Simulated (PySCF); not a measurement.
Molfile (atoms numbered from 1):
```
C6H11FN2Si
     RDKit          3D

 21 21  0  0  0  0  0  0  0  0999 V2000
    3.2191   -0.0269    0.4868 C   0  0  0  0  0  0  0  0  0  0  0  0
    2.3692   -0.0021   -0.7842 C   0  0  0  0  0  0  0  0  0  0  0  0
    0.9185   -0.0280   -0.4509 C   0  0  0  0  0  0  0  0  0  0  0  0
    0.1127    0.9883   -0.6647 N   0  0  0  0  0  0  0  0  0  0  0  0
   -1.1145    0.6427   -0.2218 N   0  0  0  0  0  0  0  0  0  0  0  0
   -2.4091    1.8209   -0.3611 Si  0  0  0  0  0  4  0  0  0  0  0  0
   -1.1086   -0.6173    0.2891 C   0  0  0  0  0  0  0  0  0  0  0  0
   -2.3119   -1.2746    0.8548 C   0  0  0  0  0  0  0  0  0  0  0  0
    0.1814   -1.0685    0.1544 C   0  0  0  0  0  0  0  0  0  0  0  0
    0.6487   -2.2759    0.5274 F   0  0  0  0  0  0  0  0  0  0  0  0
    4.2765   -0.0065    0.2346 H   0  0  0  0  0  0  0  0  0  0  0  0
    3.0179   -0.9294    1.0595 H   0  0  0  0  0  0  0  0  0  0  0  0
    2.9924    0.8367    1.1083 H   0  0  0  0  0  0  0  0  0  0  0  0
    2.5710    0.9028   -1.3581 H   0  0  0  0  0  0  0  0  0  0  0  0
    2.6113   -0.8717   -1.4006 H   0  0  0  0  0  0  0  0  0  0  0  0
   -2.9448    2.0277    0.9872 H   0  0  0  0  0  0  0  0  0  0  0  0
   -1.7500    2.9844   -0.9247 H   0  0  0  0  0  0  0  0  0  0  0  0
   -3.4408    1.2386   -1.2231 H   0  0  0  0  0  0  0  0  0  0  0  0
   -2.6806   -0.7207    1.7176 H   0  0  0  0  0  0  0  0  0  0  0  0
   -2.0585   -2.2854    1.1654 H   0  0  0  0  0  0  0  0  0  0  0  0
   -3.1085   -1.3184    0.1131 H   0  0  0  0  0  0  0  0  0  0  0  0
  1  2  1  0
  2  3  1  0
  3  4  2  0
  4  5  1  0
  5  6  1  0
  5  7  1  0
  7  8  1  0
  7  9  2  0
  9 10  1  0
  9  3  1  0
  1 11  1  0
  1 12  1  0
  1 13  1  0
  2 14  1  0
  2 15  1  0
  6 16  1  0
  6 17  1  0
  6 18  1  0
  8 19  1  0
  8 20  1  0
  8 21  1  0
M  END
```

PySCF 2.14.0 with density-fitted response routines calculation with GFN2-xTB structure and NMR shieldings at PBE0/pcSseg-1/GIAO; in vacuum, fast rotation and ring inversion assumed for equivalent nuclei, a single conformation, no relativistic terms.

Referencing at the same level of theory: $^{13}$C against TMS.

Do the $^{13}$C shifts follow the atomic charges (in e)? Tabulate both.

## Answers


```json
{"atoms": "C9", "hybridisation": "sp2", "δ (ppm)": "158.3", "σ para (ppm)": "-228", "Hirshfeld": "+0.03", "IAO": "+0.18", "Mulliken": "+0.17", "ESP-fitted": "+0.00"}
{"atoms": "C3", "hybridisation": "sp2", "δ (ppm)": "150.0", "σ para (ppm)": "-224", "Hirshfeld": "+0.02", "IAO": "+0.06", "Mulliken": "-0.01", "ESP-fitted": "+0.14"}
{"atoms": "C7", "hybridisation": "sp2", "δ (ppm)": "134.5", "σ para (ppm)": "-208", "Hirshfeld": "+0.02", "IAO": "+0.03", "Mulliken": "+0.07", "ESP-fitted": "+0.13"}
{"atoms": "C2", "hybridisation": "sp3", "δ (ppm)": "24.6", "σ para (ppm)": "-84", "Hirshfeld": "-0.07", "IAO": "-0.26", "Mulliken": "-0.13", "ESP-fitted": "+0.16"}
{"atoms": "C1", "hybridisation": "sp3", "δ (ppm)": "16.5", "σ para (ppm)": "-76", "Hirshfeld": "-0.12", "IAO": "-0.42", "Mulliken": "-0.28", "ESP-fitted": "-0.22"}
{"atoms": "C8", "hybridisation": "sp3", "δ (ppm)": "10.2", "σ para (ppm)": "-70", "Hirshfeld": "-0.11", "IAO": "-0.44", "Mulliken": "-0.14", "ESP-fitted": "-0.52"}
```

Correlation coefficients of δ with charge over these carbons: Hirshfeld +0.98, IAO +0.98, Mulliken +0.88, ESP-fitted +0.60; with the paramagnetic shielding -1.00. With so few points, grouped by hybridisation, these coefficients are fragile. Charge is one influence among several: hybridisation and low-lying excitations act through the paramagnetic term.

Shifts are as computed. Against solution values, carbons near 30 ppm lie about +3 ppm off and those near 130 ppm about +5 ppm. Of 1309 compounds with measured shifts, 239 miss one by over three times the rms of a fit or turn the order of signals round; such compounds aren't used in these exercises.
